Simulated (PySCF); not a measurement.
## How methods differ on the excitation energy of Mn

Mn [Ar] 3d5 4s2 (6S) → Mn [Ar] 3d4 4s2 5s1, s spin flipped, as a difference of total energies. All numbers are calculated (PySCF 2.14, no relativity, point nucleus, in dyall-av2z (16s12p7d2f, 101 functions)). The calculations carry no spin-orbit coupling.

| method | excitation energy (eV) |
| --- | --- |
| LDA | 12.663 |
| PBE | 12.294 |
| PBE0 | 12.139 |
| r2SCAN | 12.541 |
| TPSS | 12.240 |
| B2PLYP | 11.865 |
| wB97X-V | 12.021 |
| wB97M-V | 11.993 |

The upper determinant mixes two multiplicities, so it lies between the two terms.

The upper state lies above the first ionisation limit, but in LS coupling its spin forbids autoionisation to the ground ion. A Rydberg-like electron needs more diffuse functions than a valence basis has.

The promoted electron is Rydberg-like, and one or two diffuse shells describe it only roughly, which tends to raise the upper state.
